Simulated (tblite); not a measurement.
Start geometry of `CC#CP(C)CCC#N` from a force field or distance geometry (Å):
```
atom  x, y, z in Å
C1     3.6711   -1.6254   -0.5213
C2     2.4336   -0.8536   -0.1888
C3     1.4553   -0.2373    0.1230
P4    -0.0250    0.7299    0.5702
C5     0.1528    2.5289    0.1536
C6    -1.5384    0.1552   -0.3531
C7    -2.4573   -0.5957    0.5718
C8    -3.6069   -1.0040   -0.2185
N9    -4.5210   -1.3429   -0.8561
H10    4.2503   -1.1069   -1.3020
H11    3.3720   -2.6130   -0.9190
H12    4.3106   -1.6673    0.3796
H13    0.6672    2.5697   -0.8436
H14    0.8342    3.0321    0.8582
H15   -0.8579    3.0038    0.0765
H16   -1.2616   -0.5195   -1.1864
H17   -2.1069    1.0532   -0.7201
H18   -2.7974    0.0382    1.4155
H19   -1.9844   -1.5362    0.9681
```

Question: What comes out of this run: GFN2-xTB geometry optimisation, gas phase (tblite 0.8.0)?

Answer: 
```
atom  x, y, z in Å
C1     3.0181   -1.6806   -0.3716
C2     1.9888   -0.7547    0.0424
C3     1.1205    0.0294    0.3323
P4    -0.1084    1.1333    0.9597
C5     0.3194    2.6074   -0.0824
C6    -1.5303    0.5025   -0.0878
C7    -1.9478   -0.8964    0.3747
C8    -3.0514   -1.3769   -0.4142
N9    -3.9274   -1.7277   -1.0600
H10    3.6077   -1.2499   -1.1809
H11    2.5672   -2.6099   -0.7199
H12    3.6773   -1.9009    0.4680
H13    0.4248    2.3343   -1.1314
H14    1.2572    3.0297    0.2747
H15   -0.4621    3.3582    0.0253
H16   -1.2414    0.4805   -1.1430
H17   -2.3679    1.1977    0.0249
H18   -2.2467   -0.8765    1.4274
H19   -1.1074   -1.5904    0.2693
```

The energy falls by 22.6 kcal/mol over 132 L-BFGS steps, the largest force on an atom goes from 2.90 to 0.008 eV/Å, and the atoms move by 0.710 Å rms after alignment. The bond that changes most is C3–P4 (alkyne carbon to phosphine phosphorus), which shortens by 0.057 Å. Bonds longer at the end by more than 0.005 Å: 3 of 18; shorter: 14. Among the angles that change most is C3–P4–C6, from 112.0° to 96.8°. Among the dihedrals that turn most is C5–P4–C6–H16, from 110° to 47°. Rotational constants go from 1998, 577.6, 471.7 to 1587, 764.9, 559.3 MHz. The orientation of the end geometry is arbitrary; only internal coordinates are fixed.

GFN2-xTB frequencies show an imaginary mode (34i cm⁻¹), so the point is no minimum at that level.

These are computed values.
